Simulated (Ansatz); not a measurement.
`CO[SiH](S)Cl` + HCl → `S[SiH](Cl)Cl` + CH₃OH  (ligand exchange at the Si–O bond)

Isolated molecules relaxed with PBE0-D4/def2-TZVP in Ansatz; ΔE leaves out vibrations. CCSD(T)/CBS is the MP2 limit (def2-TZVPP, def2-QZVPP) plus CCSD(T) − MP2 in def2-TZVPP, frozen cores. This one scheme is used for every species. Functionals use def2-TZVPP. B3LYP here is the variant with VWN-RPA as its local correlation; programs differ in this. Each species was taken in one conformer, which may not be the lowest.

(1) Is it downhill or uphill in electronic energy at CCSD(T)/CBS, and by how much? (Best estimate.)

(2) What do these levels give: LDA (SPW92), PBE-D4, BLYP-D4, r2SCAN-D4, BLYP, PBE0, B3LYP, r2SCANh, r2SCAN0, CCSD(T)/def2-SVP, HF/def2-TZVPP, MP2/def2-QZVPP? (Best estimate.)

(3) What do rigid-rotor, harmonic-oscillator terms from PBE0-D4/def2-TZVP frequencies (298.15 K, 1 bar) make of the CCSD(T)/CBS value? (An estimate is asked.)

Largest T1 diagnostic among the species: 0.011.

## Answers

(1) The calculation gave: Uphill: ΔE = +10.7 kJ/mol.

(2) Ansatz gave: LDA (SPW92) 10.3, PBE-D4 2.6, BLYP-D4 11.5, r2SCAN-D4 9.0, BLYP 7.6, PBE0 1.9, B3LYP 9.2, r2SCANh 7.8, r2SCAN0 7.7, CCSD(T)/def2-SVP 14.0, HF/def2-TZVPP 14.6, MP2/def2-QZVPP 9.5 kJ/mol.

(3) The calculation gave: ΔZPE = +9.3 kJ/mol, ΔH = +17.6 kJ/mol, ΔS = 15 J/(mol·K), ΔG = +13.3 kJ/mol.

From BLYP to BHLYP (50 % exact exchange), in def2-TZVPP and without D4, ΔE moves by +4.9 kJ/mol. Leaving LDA and LC-ωPBE aside and taking each functional with its dispersion term where it has one, the values, not all of them listed here, spread over 14.1 kJ/mol, from revPBE-D4 to CAM-B3LYP-D4. LDA lies +9.8 kJ/mol from PBE without D4.
